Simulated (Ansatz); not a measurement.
Gas-phase electronic energies from Ansatz, PBE0-D4/def2-TZVP geometries. CCSD(T)/CBS is the MP2 limit (def2-TZVPP, def2-QZVPP) plus CCSD(T) − MP2 in def2-TZVPP, frozen cores. Functionals use def2-TZVPP. B3LYP here is the variant with VWN-RPA as its local correlation; programs differ in this. Elements past krypton have def2 core potentials. For Ga, In outer-core shells are correlated without core-valence functions, which leaves a few kJ/mol of doubt a bond. Scalar relativity is left out up to krypton. Each species was taken in one conformer, which may not be the lowest.

Consider the redistribution: `C[O][InH][Cl]` + `N#[C][Ga]([F])[F]` → `C[O][InH][C]#N` + `[F][Ga]([F])[Cl]`.

`C[O][InH][Cl]`:

Z-matrix (Å, degrees):
```
C
O 1 1.406
H 1 1.097 2 113.5
H 1 1.096 2 109.7 3 120.8
H 1 1.096 2 109.7 3 -120.8
In 2 1.962 1 124.2 3 -0.0
Cl 6 2.332 2 110.2 1 0.0
H 6 1.688 2 125.6 1 -180.0
```

`N#[C][Ga]([F])[F]`:

```xyz
5

N    -1.860   -1.421    0.635
C    -0.977   -0.747    0.333
Ga    0.483    0.369   -0.165
F     1.979    0.340    0.694
F     0.375    1.459   -1.497
```

`C[O][InH][C]#N`:

Cartesian coordinates in Å:
```
C 1.025 -0.115 1.133
O 0.957 0.834 0.098
In -0.432 0.845 -1.288
C -1.759 -0.779 -0.950
N -2.478 -1.661 -0.763
H 0.224 -0.865 1.096
H 1.983 -0.646 1.085
H 0.967 0.390 2.103
H -0.486 1.998 -2.515
```

`[F][Ga]([F])[Cl]`:

Z-matrix (Å, degrees):
```
Ga
F 1 1.729
Cl 1 2.096 2 121.7
F 1 1.729 2 116.7 3 180.0
```

Is it downhill or uphill in electronic energy at CCSD(T)/CBS, and by how much? (An estimate is asked.)

Ansatz gave: Uphill: ΔE = +4.6 kJ/mol.

What do these levels give: B97M-V, PBE0-D4, r2SCANh-D4, r2SCAN0-D4, BHLYP-D4, ωB97M-V, B2PLYP, revPBE, BLYP, B3LYP, r2SCANh, RPA@PBE/def2-TZVPP? (An estimate is asked.)

The calculation gave: B97M-V 6.4, PBE0-D4 3.9, r2SCANh-D4 4.0, r2SCAN0-D4 3.1, BHLYP-D4 4.0, ωB97M-V 2.1, B2PLYP 4.2, revPBE 5.5, BLYP 6.9, B3LYP 5.4, r2SCANh 4.0, RPA@PBE/def2-TZVPP 0.1 kJ/mol.

Largest T1 diagnostic among the species: 0.017.

From BLYP to BHLYP (50 % exact exchange), in def2-TZVPP and without D4, ΔE moves by −3.2 kJ/mol. At CCSD(T), def2-SVP lies −3.8 kJ/mol from the extrapolated value and def2-TZVPP −3.5 kJ/mol.
